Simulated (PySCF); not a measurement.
B₂Cl₄, charge -1, doublet, at a GFN2-xTB geometry (a state made from the parent by changing its charge; the spin is typed, not shown lowest) (in this run its highest filled SCF level lies above zero, so its values depend strongly on the basis, on diffuse functions most of all); B3LYP/cc-pVDZ run with PySCF.

Here is a job for PySCF.
```python
from pyscf import gto, scf, dft

mol = gto.Mole()
mol.atom = '''
    Cl   -1.642920   -1.653476   -0.117481
    B    -0.778885   -0.075098   -0.063347
    Cl   -1.924122    1.309551   -0.172628
    B     0.778885    0.075098    0.063347
    Cl    1.924122   -1.309551    0.172628
    Cl    1.642920    1.653476    0.117481
'''
mol.basis = 'cc-pvdz'
mol.charge = -1
mol.spin = 1
mol.verbose = 4
mol.build()

mf = dft.UKS(mol)
mf.xc = 'b3lyp'
mf.kernel()
```

Q: Write the output that PySCF gives for this input, abridged.

A: 
```
PySCF version 2.14.0

[INPUT] verbose = 4
[INPUT] num. atoms = 6
[INPUT] num. electrons = 79
[INPUT] charge = -1
[INPUT] spin (= nelec alpha-beta = 2S) = 1
[INPUT] symmetry False subgroup None
[INPUT] Mole.unit = angstrom
[INPUT] Symbol           X                Y                Z      unit          X                Y                Z       unit  Magmom
[INPUT]  1 Cl    -1.642920000000  -1.653476000000  -0.117481000000 AA   -3.104668844570  -3.124616793541  -0.222006914840 Bohr   0.0
[INPUT]  2 B     -0.778885000000  -0.075098000000  -0.063347000000 AA   -1.471879332532  -0.141914652503  -0.119708480813 Bohr   0.0
[INPUT]  3 Cl    -1.924122000000   1.309551000000  -0.172628000000 AA   -3.636063610250   2.474692736150  -0.326219641431 Bohr   0.0
[INPUT]  4 B      0.778885000000   0.075098000000   0.063347000000 AA    1.471879332532   0.141914652503   0.119708480813 Bohr   0.0
[INPUT]  5 Cl     1.924122000000  -1.309551000000   0.172628000000 AA    3.636063610250  -2.474692736150   0.326219641431 Bohr   0.0
[INPUT]  6 Cl     1.642920000000   1.653476000000   0.117481000000 AA    3.104668844570   3.124616793541   0.222006914840 Bohr   0.0

nuclear repulsion = 422.075290706126
number of shells = 30
number of NR pGTOs = 216
number of NR cGTOs = 100
basis = cc-pvdz
ecp = {}

******** <class 'pyscf.dft.uks.UKS'> ********
method = UKS
initial guess = minao
damping factor = 0
level_shift factor = 0
DIIS = <class 'pyscf.scf.diis.CDIIS'>
diis_start_cycle = 1
diis_space = 8
diis_damp = 0
SCF conv_tol = 1e-09
SCF conv_tol_grad = None
SCF max_cycles = 50
direct_scf = True
direct_scf_tol = 1e-13
number electrons alpha = 40  beta = 39
XC library pyscf.dft.libxc version 7.1.2
    S. Lehtola, C. Steigemann, M. J. T. Oliveira, and M. A. L. Marques,  SoftwareX 7, 1–5 (2018)
XC functionals = b3lyp
    P. J. Stephens, F. J. Devlin, C. F. Chabalowski, and M. J. Frisch,  J. Phys. Chem. 98, 11623 (1994)
radial grids:
    Treutler-Ahlrichs [JCP 102, 346 (1995); DOI:10.1063/1.469408] (M4) radial grids

becke partition: Becke, JCP 88, 2547 (1988); DOI:10.1063/1.454033
pruning grids: <function nwchem_prune>
grids dens level: 3
symmetrized grids: False
atomic radii adjust function: <function treutler_atomic_radii_adjust>
small_rho_cutoff = 0
Set gradient conv threshold to 3.16228e-05
tot grids = 103616
init E= -1891.32737022176

cycle= 1 E= -1890.75764283075  delta_E= 0.57  |g|= 0.24  |ddm|= 1.78
cycle= 2 E= -1890.77603401311  delta_E= -0.0184  |g|= 0.182  |ddm|= 0.579
cycle= 3 E= -1890.79292214054  delta_E= -0.0169  |g|= 0.025  |ddm|= 0.236
cycle= 4 E= -1890.79317006064  delta_E= -0.000248  |g|= 0.0164  |ddm|= 0.0457
cycle= 5 E= -1890.7933356926  delta_E= -0.000166  |g|= 0.00173  |ddm|= 0.0197
cycle= 6 E= -1890.79333764245  delta_E= -1.95e-06  |g|= 0.000309  |ddm|= 0.00288
cycle= 7 E= -1890.79333773628  delta_E= -9.38e-08  |g|= 0.000126  |ddm|= 0.000676
cycle= 8 E= -1890.79333774799  delta_E= -1.17e-08  |g|= 2.74e-05  |ddm|= 0.000262
cycle= 9 E= -1890.79333774884  delta_E= -8.58e-10  |g|= 3.44e-06  |ddm|= 6.69e-05
Extra cycle  E= -1890.79333774886  delta_E= -1.5e-11  |g|= 1.6e-06  |ddm|= 8.01e-06
converged SCF energy = -1890.79333774886  <S^2> = 0.75204446  2S+1 = 2.0020434
```
